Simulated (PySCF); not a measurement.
AlBr3.OEt2, C₄H₁₀AlBr₃O.
Cartesian coordinates in Å at the PBE0-D3(BJ)/def2-SVP level; atoms count from 1:
```xyz
19
C4H10AlBr3O angstrom
C      2.0494    0.2440    0.9632
C      1.2611   -0.4238   -0.1338
O     -0.0591    0.1554   -0.2697
C     -1.1062   -0.4557    0.5241
C     -1.7170   -1.6327   -0.1883
Al    -0.4074    1.8809   -1.0253
Br     1.4731    2.2942   -2.2303
Br    -0.7128    3.1471    0.8424
Br    -2.3030    1.5361   -2.2287
H      3.0369   -0.2340    1.0442
H      2.2046    1.3091    0.7383
H      1.5480    0.1630    1.9388
H      1.7412   -0.2969   -1.1129
H      1.1166   -1.4995    0.0424
H     -0.6667   -0.7195    1.4980
H     -1.8440    0.3393    0.7048
H     -0.9796   -2.4256   -0.3831
H     -2.5157   -2.0606    0.4353
H     -2.1552   -1.3113   -1.1435
```

Theory: PBE0-D3(BJ)/def2-SVP geometry optimisation, gas phase in PySCF 2.14.0.

(1) Which atoms are bound to Al6, and at what distances?

(2) List the angles at Al6.

(3) What is the shape at Al6?

(4) What are the other bond lengths?

(5) Give some angles away from the centre.

(6) What are the rotational constants (commonest isotopes, rigid rotor)?

Answers

(1) 4 atoms: O3 1.916 Å, Br7 2.271 Å, Br9 2.272 Å, Br8 2.277 Å. The nearest atom not counted as bound is H16, at 2.73 Å.

(2) 
```
      angle  degrees  distance of the outer atoms (Å)
Br7–Al6–Br8    116.4                             3.87
Br7–Al6–Br9    115.9                             3.85
Br8–Al6–Br9    114.0                             3.82
 O3–Al6–Br9    102.9                             3.28
 O3–Al6–Br7    102.9                             3.28
 O3–Al6–Br8    101.6                             3.26
```

(3) Distorted tetrahedral: angles from 101.6° to 116.4°; τ4 = (360° − α − β)/141° = 0.91 with α and β the two widest (0 for a square, 1 for a tetrahedron).

(4) C1–C2, C4–C5 1.506 Å; C2–O3, O3–C4 1.449 Å. (A selection.)

(5) C1–C2–O3 111.6°, C2–O3–C4 116.0°, C2–O3–Al6 124.3°, C4–O3–Al6 117.7°.

(6) A = 426.6, B = 383.9, C = 363.4 MHz: an asymmetric top.

Point group: C1 (no symmetry element, even within 0.4 Å). Charge 0, singlet. Whether it is a minimum is left open (no frequencies).

One conformer stands for the species.
